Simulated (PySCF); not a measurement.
Running PySCF for KCl

Input:

```python
from pyscf import gto, scf, cc

mol = gto.M(
    atom='K 0 0 0; Cl 0 0 2.575',
    basis='6-31g*',
    charge=0,
    spin=0,
    symmetry=True,
    verbose=4,
)
mf = scf.RHF(mol)
mf.kernel()
mycc = cc.CCSD(mf, frozen=10)
mycc.kernel()
mycc.ccsd_t()
mf.dip_moment()
print('orbital energies (hartree):', mf.mo_energy[..., max(0, mol.nelec[1]-3):mol.nelec[0]+3].round(4))
```

```bash
$ OMP_NUM_THREADS=1 python input.py
```

The log (some set-up lines and the per-cycle HOMO/LUMO lines with their warnings removed):

```
PySCF version 2.14.0

[INPUT] verbose = 4
[INPUT] num. atoms = 2
[INPUT] num. electrons = 36
[INPUT] charge = 0
[INPUT] spin (= nelec alpha-beta = 2S) = 0
[INPUT] symmetry True subgroup None
[INPUT] Mole.unit = angstrom
[INPUT] Symbol           X                Y                Z      unit          X                Y                Z       unit  Magmom
[INPUT]  1 K      0.000000000000   0.000000000000   0.000000000000 AA    0.000000000000   0.000000000000   0.000000000000 Bohr   0.0
[INPUT]  2 Cl     0.000000000000   0.000000000000   2.575000000000 AA    0.000000000000   0.000000000000   4.866044770755 Bohr   0.0

nuclear repulsion = 66.378345292101
point group symmetry = Coov
symmetry origin: [0.         0.         2.29785448]
symmetry axis x: [1. 0. 0.]
symmetry axis y: [0. 1. 0.]
symmetry axis z: [0. 0. 1.]
num. orbitals of irrep A1 = 18
num. orbitals of irrep E1x = 9
num. orbitals of irrep E1y = 9
num. orbitals of irrep E2x = 2
num. orbitals of irrep E2y = 2
number of shells = 18
number of NR pGTOs = 126
number of NR cGTOs = 40
basis = 6-31g*
ecp = {}

******** <class 'pyscf.scf.hf_symm.SymAdaptedRHF'> ********
method = SymAdaptedRHF
initial guess = minao
damping factor = 0
level_shift factor = 0
DIIS = <class 'pyscf.scf.diis.CDIIS'>
diis_start_cycle = 1
diis_space = 8
diis_damp = 0
SCF conv_tol = 1e-09
SCF conv_tol_grad = None
SCF max_cycles = 50
direct_scf = True
direct_scf_tol = 1e-13
Freeze 0 electrons in irreps []
    36 free electrons in irreps A1 E1x E1y E2x E2y
Set gradient conv threshold to 3.16228e-05
Initial guess from minao.
init E= -1058.42154442415
cycle= 1 E= -1058.63973009968  delta_E= -0.218  |g|= 0.307  |ddm|= 0.93
cycle= 2 E= -1058.67079986317  delta_E= -0.0311  |g|= 0.11  |ddm|= 0.652
cycle= 3 E= -1058.67425109611  delta_E= -0.00345  |g|= 0.0066  |ddm|= 0.16
cycle= 4 E= -1058.67428051129  delta_E= -2.94e-05  |g|= 0.0013  |ddm|= 0.0169
cycle= 5 E= -1058.67428209406  delta_E= -1.58e-06  |g|= 0.000253  |ddm|= 0.00452
cycle= 6 E= -1058.67428216147  delta_E= -6.74e-08  |g|= 6.19e-05  |ddm|= 0.00101
cycle= 7 E= -1058.67428216527  delta_E= -3.8e-09  |g|= 1.08e-05  |ddm|= 0.000282
cycle= 8 E= -1058.67428216537  delta_E= -1.01e-10  |g|= 1.51e-06  |ddm|= 4.65e-05
Extra cycle  E= -1058.67428216537  delta_E= -1.82e-12  |g|= 6.34e-07  |ddm|= 3.79e-06
converged SCF energy = -1058.67428216537

******** <class 'pyscf.cc.ccsd.CCSD'> ********
CC2 = 0
CCSD nocc = 8, nmo = 30
frozen orbitals 10
max_cycle = 50
direct = 0
conv_tol = 1e-07
conv_tol_normt = 1e-05
diis_space = 6
diis_start_cycle = 0
diis_start_energy_diff = 1e+09
Init t2, MP2 energy = -1058.81417604274  E_corr(MP2) -0.139893877372948
Init E_corr(CCSD) = -0.139893877373291
cycle = 1  E_corr(CCSD) = -0.150829856060703  dE = -0.0109359787  norm(t1,t2) = 0.0254067
cycle = 2  E_corr(CCSD) = -0.152802475912832  dE = -0.00197261985  norm(t1,t2) = 0.0073543
cycle = 3  E_corr(CCSD) = -0.153307206490181  dE = -0.000504730577  norm(t1,t2) = 0.00409827
cycle = 4  E_corr(CCSD) = -0.153578329783825  dE = -0.000271123294  norm(t1,t2) = 0.00184212
cycle = 5  E_corr(CCSD) = -0.1535362795784  dE = 4.20502054e-05  norm(t1,t2) = 0.000707919
cycle = 6  E_corr(CCSD) = -0.153521224097782  dE = 1.50554806e-05  norm(t1,t2) = 0.000309502
cycle = 7  E_corr(CCSD) = -0.153522260358174  dE = -1.03626039e-06  norm(t1,t2) = 8.9472e-05
cycle = 8  E_corr(CCSD) = -0.153522125303447  dE = 1.35054726e-07  norm(t1,t2) = 3.62333e-05
cycle = 9  E_corr(CCSD) = -0.153522830114632  dE = -7.04811184e-07  norm(t1,t2) = 1.64108e-05
cycle = 10  E_corr(CCSD) = -0.153523039821951  dE = -2.09707319e-07  norm(t1,t2) = 5.16957e-06
cycle = 11  E_corr(CCSD) = -0.1535231102823  dE = -7.04603498e-08  norm(t1,t2) = 1.97974e-06
CCSD converged
E(CCSD) = -1058.827805275654  E_corr = -0.1535231102823005
CCSD(T) correction = -0.00248106583637858
Dipole moment(X, Y, Z, Debye):  0.00000,  0.00000, -10.70311
orbital energies (hartree): [-0.3381 -0.3312 -0.3312 -0.0114  0.0283  0.0283]
```

In short: E(SCF) = -1058.674282 Eh, 8 cycles, E(CCSD) − E(SCF) = -0.15352 Eh, (T) = -0.00248 Eh, μz(SCF) = -10.70 D.

It ran on Intel Xeon Platinum 8259CL @ 2.50GHz (1 thread, shared host) in 2.1 s, peak memory 0.11 GiB.

Stability towards an unrestricted solution was not tested. The bond length is a typed value, not an optimised one.
